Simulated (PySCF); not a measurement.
CH5AlFNO, SMILES C[NH][Al]([OH])[F].

Geometry: r2SCAN-D4/def2-SVP. The structure was generated by enumeration; whether it is a known compound was not checked. One conformer was computed; it need not be the lowest.

Level of theory: B3LYP/def2-TZVP run with PySCF.

Symmetry labels are those of the subgroup Cs that the program uses (full group Cs).

Computed valence orbital energies around the gap with their symmetry:
```json
[
 {"orbital": "HOMO−7", "symmetry": "A'", "energy (eV)": "-11.53"},
 {"orbital": "HOMO−6", "symmetry": "A\"", "energy (eV)": "-11.52"},
 {"orbital": "HOMO−5", "symmetry": "A\"", "energy (eV)": "-11.00"},
 {"orbital": "HOMO−4", "symmetry": "A'", "energy (eV)": "-10.87"},
 {"orbital": "HOMO−3", "symmetry": "A'", "energy (eV)": "-9.74"},
 {"orbital": "HOMO−2", "symmetry": "A'", "energy (eV)": "-9.31"},
 {"orbital": "HOMO−1", "symmetry": "A\"", "energy (eV)": "-9.07"},
 {"orbital": "HOMO", "symmetry": "A\"", "energy (eV)": "-6.66"},
 {"orbital": "LUMO", "symmetry": "A'", "energy (eV)": "-0.69"},
 {"orbital": "LUMO+1", "symmetry": "A\"", "energy (eV)": "0.61"},
 {"orbital": "LUMO+2", "symmetry": "A'", "energy (eV)": "1.06"},
 {"orbital": "LUMO+3", "symmetry": "A'", "energy (eV)": "1.19"}
]
```
